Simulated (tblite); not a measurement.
A tight-binding relaxation on `CS(=O)(=O)CO[SiH]1CCC1`.

Computed with GFN2-xTB geometry optimisation, gas phase (tblite 0.8.0). Start geometry: from a force field or distance geometry. The input is one job of a driver script: a line of settings, then coordinates in Å.

Command:
```bash
OMP_NUM_THREADS=1 python probes_run.py task.json out
```

Input:
```
{"job": {"kind": "relax", "xc": "GFN2-xTB", "basis": "xTB"}, "charge": 0, "multiplicity": 1}
C      3.893600     0.370800     0.050300
S      2.615700    -0.701800     0.641200
O      2.861900    -2.060500     0.077500
O      2.753800    -0.825300     2.153200
C      0.982100    -0.100500     0.234100
O      0.090000    -1.004800     0.733400
Si    -1.533900    -0.717700     0.502700
C     -2.207600    -0.590600    -1.194400
C     -3.199400     0.429800    -0.673300
C     -2.113700     1.010000     0.206300
H      3.893000     1.357800     0.567300
H      4.909100    -0.050100     0.225800
H      3.790700     0.608100    -1.021300
H      0.880500     0.838200     0.838100
H      0.895000     0.152400    -0.828400
H     -2.443500    -1.444400     1.419900
H     -1.603100    -0.159500    -1.990900
H     -2.809100    -1.483500    -1.556700
H     -3.578600     1.159100    -1.411000
H     -4.041200     0.030300    -0.075000
H     -2.595200     1.527300     1.076800
H     -1.450500     1.674200    -0.377200
```

**Question.** Give the output.

**Answer.** 
```
step      E/eV     max force
  0    -923.06108    6.867
  1    -923.92963    1.757
  2    -924.06022    1.013
  3    -924.22676    0.697
  4    -924.29765    0.855
  5    -924.33903    0.495
  6    -924.37122    0.433
  7    -924.39533    0.527
  8    -924.41828    0.610
  9    -924.43912    0.376
... (256 lines left out)
266    -925.24613    0.021
267    -925.24620    0.020
268    -925.24626    0.019
269    -925.24633    0.016
270    -925.24639    0.018
271    -925.24644    0.016
272    -925.24648    0.012
273    -925.24651    0.011
274    -925.24654    0.011
275    -925.24656    0.009
```

«max force» is the largest atomic force in eV/Å.

**Question.** From which step on does the largest force stay under 0.1 eV/Å, and how much energy is left to gain from there?

**Answer.** From step 225 (0.087 eV/Å), 29.7 meV above the end.

Summary of the converged run: energy lowered by 50.4 kcal/mol over 275 steps; largest atomic force 0.009 eV/Å at the end.

**Question.** Give the final coordinates.

**Answer.** 1.632 Å rms from the input after alignment:
```
atom  x, y, z in Å
C1     2.4508    0.0134   -0.9097
S2     2.1066   -0.6504    0.7372
O3     1.0195   -1.5973    0.6316
O4     3.3267   -1.1262    1.3233
C5     1.4070    0.7479    1.6678
O6     0.2175    1.0197    1.0814
Si7   -0.8574   -0.1567    0.6258
C8    -1.1643   -0.7002   -1.1766
C9    -2.5680   -0.0730   -1.1200
C10   -2.3828    0.8529    0.0882
H11    3.3784    0.5683   -0.8602
H12    2.5360   -0.8206   -1.5950
H13    1.6161    0.6469   -1.1791
H14    1.3066    0.4076    2.7027
H15    2.0914    1.5952    1.6039
H16   -1.1879   -1.0830    1.7036
H17   -0.5505   -0.2115   -1.9333
H18   -1.1585   -1.7640   -1.3933
H19   -2.8668    0.4345   -2.0365
H20   -3.3096   -0.8358   -0.8939
H21   -3.2409    0.8766    0.7512
H22   -2.1803    1.8749   -0.2208
```

The run took 5.4 s wall on an Intel Xeon Platinum 8259CL at 2.50 GHz with one thread, shared host.
Labels such as C1 count atoms from 1, the log's own numbers from 0.
